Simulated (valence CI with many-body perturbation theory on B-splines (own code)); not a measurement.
I47+: electric-dipole lines

Calculated by configuration interaction combined with many-body perturbation theory (CI+MBPT): four valence electrons over a frozen Dirac-Fock core [He], a basis of 11 s, 11 p, 10 d, 8 f, 5 g, 2 h functions for each j, with the one-electron correlation potential Σ1, the two-electron term Σ2, the three-electron term Σ3, Breit, model QED; selected CI, second order for the rest, scaled by the run's own slope (own B-spline code, finite nucleus).

The last digits are not significant, and no measured levels were compared; by estimate large intervals hold to a few tenths of a per cent, small ones and those within an open d or f shell to about a per cent. Among the levels kept, up to 870 cm⁻¹ of a level comes from second order outside the variational space, and about a tenth of that is noise between levels of different J, which matters for small intervals.

Lines 101 to 150 of 543 in falling wavelength, among levels below 446.13 Ry, chosen from the strongest by gf and those to the six lowest levels. Wavelengths and rates use the calculated energies. Electric multipoles are in the length gauge, E1 and E2 with the static RPA response of the core. Weak lines are less certain than strong ones. Lines between different terms over intervals too small for the method are left out, as are lines whose strength nearly cancels. The highest levels of a list are the least certain.

Levels are named by their leading jj configuration (3d3/2^4 stands for four electrons in 3d with j = 3/2), which in mixed levels can hold well under half, so a name can repeat and another be missing. Letters in brackets count levels of one name in rising energy.

```
λ vac (nm)                           Upper                           Lower   A (s⁻¹)  S (a.u.) with core polarisation  S without
     7.955  (2s 2p1/2 2p3/2 3p3/2) J=2 [d]     (2s 2p1/2 2p3/2 3s) J=2 [c]  2.13e+10                         2.65e-02   2.65e-02
     7.942      (2s 2p3/2^2 3p3/2) J=2 [c]         (2s 2p3/2^2 3s) J=1 [b]  2.76e+10                         3.41e-02   3.41e-02
     7.885  (2s 2p1/2 2p3/2 3d3/2) J=2 [c]  (2s 2p1/2 2p3/2 3p1/2) J=1 [b]  2.56e+10                         3.10e-02   3.10e-02
     7.848          (2s^2 2p3/2 3p3/2) J=3             (2s^2 2p3/2 3s) J=2  6.68e+10                         1.12e-01   1.12e-01
     7.842      (2s 2p3/2^2 3p3/2) J=2 [a]         (2s 2p3/2^2 3s) J=2 [a]  5.12e+10                         6.09e-02   6.09e-02
     7.841  (2s 2p1/2 2p3/2 3p3/2) J=2 [d]     (2s 2p1/2 2p3/2 3s) J=1 [c]  4.42e+10                         5.26e-02   5.26e-02
     7.826          (2s^2 2p1/2 3p3/2) J=2             (2s^2 2p1/2 3s) J=1  8.39e+10                         9.92e-02   9.93e-02
     7.803      (2s 2p3/2^2 3d5/2) J=4 [a]          (2s 2p3/2^2 3p1/2) J=3  1.37e+10                         2.88e-02   2.88e-02
     7.760          (2p1/2 2p3/2^2 3s) J=3       (2p1/2^2 2p3/2 3p3/2) J=2  3.22e+10                         5.20e-02   5.20e-02
     7.715      (2s 2p1/2 2p3/2 3p3/2) J=4         (2s 2p1/2 2p3/2 3s) J=3  2.92e+10                         5.95e-02   5.95e-02
     7.713       (2p1/2^2 2p3/2 3p3/2) J=2          (2p1/2^2 2p3/2 3s) J=2  3.28e+10                         3.71e-02   3.71e-02
     7.683      (2s 2p3/2^2 3p3/2) J=2 [c]         (2s 2p3/2^2 3s) J=1 [a]  2.28e+10                         2.55e-02   2.55e-02
     7.665  (2s 2p1/2 2p3/2 3p3/2) J=2 [d]     (2s 2p1/2 2p3/2 3s) J=1 [b]  2.40e+10                         2.67e-02   2.67e-02
     7.612   (2p1/2 2p3/2^2 3p3/2) J=3 [b]      (2s 2p3/2^2 3p3/2) J=3 [b]  2.51e+10                         3.83e-02   3.83e-02
     7.553   (2p1/2 2p3/2^2 3d3/2) J=3 [b]       (2p1/2 2p3/2^2 3p1/2) J=3  3.16e+10                         4.71e-02   4.71e-02
     7.520          (2p1/2 2p3/2^2 3s) J=3         (2s 2p3/2^2 3s) J=2 [b]  2.79e+10                         4.10e-02   4.11e-02
     7.502          (2s 2p1/2^2 2p3/2) J=2          (2s^2 2p1/2 2p3/2) J=2  4.88e+09                         5.08e-03   5.09e-03
     7.442   (2p1/2 2p3/2^2 3p3/2) J=2 [b]      (2p1/2 2p3/2^2 3s) J=2 [b]  6.54e+10                         6.65e-02   6.65e-02
     7.377  (2s 2p1/2 2p3/2 3p3/2) J=1 [d]     (2s 2p1/2 2p3/2 3s) J=1 [b]  5.91e+10                         3.52e-02   3.52e-02
     7.355          (2s^2 2p3/2 3p3/2) J=2             (2s^2 2p3/2 3s) J=1  5.13e+10                         5.04e-02   5.04e-02
     7.344       (2p1/2^2 2p3/2 3p3/2) J=0          (2p1/2^2 2p3/2 3s) J=1  1.26e+11                         2.47e-02   2.47e-02
     7.337  (2s 2p1/2 2p3/2 3p3/2) J=2 [a]     (2s 2p1/2 2p3/2 3s) J=2 [a]  4.20e+10                         4.09e-02   4.09e-02
     7.199          (2s 2p1/2 2p3/2^2) J=3              (2s^2 2p3/2^2) J=2  8.23e+09                         1.06e-02   1.06e-02
     7.126          (2s^2 2p3/2 3p3/2) J=2             (2s^2 2p3/2 3s) J=2  2.73e+10                         2.43e-02   2.43e-02
     7.064             (2s 2p1/2^2 3s) J=1             (2s^2 2p1/2 3s) J=0  4.71e+10                         2.46e-02   2.46e-02
     7.040   (2p1/2 2p3/2^2 3p3/2) J=1 [b]      (2p1/2 2p3/2^2 3s) J=1 [a]  4.12e+10                         2.13e-02   2.13e-02
     6.963      (2s 2p3/2^2 3p3/2) J=1 [c]         (2s 2p3/2^2 3s) J=1 [b]  1.00e+11                         5.01e-02   5.01e-02
     6.936  (2s 2p1/2 2p3/2 3p3/2) J=3 [b]         (2s 2p1/2 2p3/2 3s) J=3  4.74e+10                         5.46e-02   5.47e-02
     6.917          (2p1/2^2 2p3/2 3s) J=2     (2s 2p1/2 2p3/2 3s) J=2 [c]  2.80e+10                         2.29e-02   2.29e-02
     6.861          (2s 2p1/2^2 2p3/2) J=2          (2s^2 2p1/2 2p3/2) J=1  8.35e+09                         6.65e-03   6.67e-03
     5.901       (2p1/2 2p3/2^2 3d5/2) J=4          (2s 2p3/2^2 3d5/2) J=5  2.20e+10                         2.01e-02   2.02e-02
     5.756      (2p1/2 2p3/2^2 3s) J=2 [a]             (2s 2p3/2^2 3s) J=3  3.85e+10                         1.81e-02   1.82e-02
     5.566      (2s 2p1/2 2p3/2^2) J=1 [a]              (2s^2 2p3/2^2) J=2  9.56e+09                         2.44e-03   2.45e-03
     5.512          (2s 2p1/2^2 2p3/2) J=1          (2s^2 2p1/2 2p3/2) J=2  2.18e+10                         5.40e-03   5.41e-03
     5.508       (2p1/2^2 2p3/2 3d5/2) J=3  (2s 2p1/2 2p3/2 3d5/2) J=4 [b]  3.41e+10                         1.97e-02   1.97e-02
     5.479       (2p1/2^2 2p3/2 3d3/2) J=3      (2s 2p1/2 2p3/2 3d3/2) J=4  3.66e+10                         2.08e-02   2.08e-02
     5.443       (2p1/2^2 2p3/2 3p3/2) J=3      (2s 2p1/2 2p3/2 3p3/2) J=4  4.27e+10                         2.38e-02   2.39e-02
     5.424       (2p1/2^2 2p3/2 3d5/2) J=4      (2s 2p1/2 2p3/2 3d5/2) J=5  4.39e+10                         3.11e-02   3.12e-02
     5.395       (2p1/2 2p3/2^2 3p3/2) J=4          (2s 2p3/2^2 3p3/2) J=4  2.37e+10                         1.66e-02   1.66e-02
     5.322      (2s 2p1/2 2p3/2^2) J=2 [b]              (2s^2 2p3/2^2) J=2  1.21e+10                         4.49e-03   4.50e-03
     4.849           (2p1/2^2 2p3/2^2) J=2          (2s 2p1/2 2p3/2^2) J=3  6.43e+10                         1.81e-02   1.81e-02
     2.701          (2s 2p3/2^2 3d5/2) J=5          (2s^2 2p3/2 3d5/2) J=4  1.08e+11                         1.16e-02   1.16e-02
     2.689             (2s 2p3/2^2 3s) J=3             (2s^2 2p3/2 3s) J=2  1.39e+11                         9.37e-03   9.39e-03
     2.671   (2p1/2 2p3/2^2 3p3/2) J=2 [a]  (2s 2p1/2 2p3/2 3p3/2) J=1 [c]  1.87e+11                         8.80e-03   8.82e-03
     2.659          (2s 2p3/2^2 3p1/2) J=3          (2s^2 2p3/2 3p1/2) J=2  1.29e+11                         8.35e-03   8.37e-03
     2.643       (2p1/2 2p3/2^2 3d5/2) J=4  (2s 2p1/2 2p3/2 3d5/2) J=3 [c]  2.29e+11                         1.88e-02   1.88e-02
     2.633      (2s 2p1/2 2p3/2^2) J=2 [a]          (2s^2 2p1/2 2p3/2) J=1  1.54e+11                         6.92e-03   6.94e-03
     2.622   (2p1/2 2p3/2^2 3d3/2) J=3 [a]  (2s 2p1/2 2p3/2 3d3/2) J=2 [c]  1.38e+11                         8.57e-03   8.59e-03
     2.616      (2p1/2 2p3/2^2 3s) J=2 [a]     (2s 2p1/2 2p3/2 3s) J=1 [c]  2.80e+11                         1.24e-02   1.24e-02
     2.608   (2p1/2 2p3/2^2 3p3/2) J=3 [a]  (2s 2p1/2 2p3/2 3p3/2) J=2 [c]  2.49e+11                         1.52e-02   1.53e-02
```
